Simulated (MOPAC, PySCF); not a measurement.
Br$_{4}$Si, SMILES `Br[Si](Br)(Br)Br`, neutral singlet in the gas phase. 

Cartesian coordinates (Å):
SMILES: [Si](Br)(Br)(Br)Br
```xyz
5

Br    -1.1669     0.6453     1.7495
Si     0.0000     0.0000     0.0000
Br    -1.0731    -1.6122    -1.0430
Br     1.9655    -0.7348     0.6600
Br     0.2745     1.7017    -1.3665
```
Charge 0, multiplicity 1.

All levels are single points at this geometry (r2SCAN-D4/def2-TZVP); Pople sets use spherical d functions. Orbital energies aren't observables, and empty levels follow the basis.

```json
[
 {"level": "r2SCAN-D4/def2-TZVP in PySCF", "HOMO (eV)": "-7.77", "LUMO (eV)": "-2.32", "gap (eV)": "5.44", "dipole (D)": "0.00", "vertical IE, Delta-SCF (eV)": "10.20"},
 {"level": "B3LYP/3-21G in PySCF", "HOMO (eV)": "-8.26", "LUMO (eV)": "-1.97", "gap (eV)": "6.29", "dipole (D)": "0.00", "vertical IE, Delta-SCF (eV)": "–"},
 {"level": "B3LYP/6-311+G** (LANL2DZ on Br) in PySCF", "HOMO (eV)": "-8.55", "LUMO (eV)": "-2.14", "gap (eV)": "6.41", "dipole (D)": "0.00", "vertical IE, Delta-SCF (eV)": "–"},
 {"level": "B3LYP/6-31G* in PySCF", "HOMO (eV)": "-8.42", "LUMO (eV)": "-2.10", "gap (eV)": "6.32", "dipole (D)": "0.00", "vertical IE, Delta-SCF (eV)": "10.38"},
 {"level": "B3LYP/LANL2DZ in PySCF", "HOMO (eV)": "-8.70", "LUMO (eV)": "-2.52", "gap (eV)": "6.18", "dipole (D)": "0.00", "vertical IE, Delta-SCF (eV)": "–"},
 {"level": "M06-2X/6-31G* in PySCF", "HOMO (eV)": "-10.01", "LUMO (eV)": "-1.19", "gap (eV)": "8.83", "dipole (D)": "0.00", "vertical IE, Delta-SCF (eV)": "–"},
 {"level": "PBE/6-31G* in PySCF", "HOMO (eV)": "-7.42", "LUMO (eV)": "-2.72", "gap (eV)": "4.70", "dipole (D)": "0.00", "vertical IE, Delta-SCF (eV)": "–"},
 {"level": "PM3 in MOPAC", "HOMO (eV)": "-12.43", "LUMO (eV)": "-3.57", "gap (eV)": "8.86", "dipole (D)": "0.00", "vertical IE, Delta-SCF (eV)": "–"},
 {"level": "PM7 in MOPAC", "HOMO (eV)": "-10.62", "LUMO (eV)": "-1.85", "gap (eV)": "8.78", "dipole (D)": "0.00", "vertical IE, Delta-SCF (eV)": "–"}
]
```
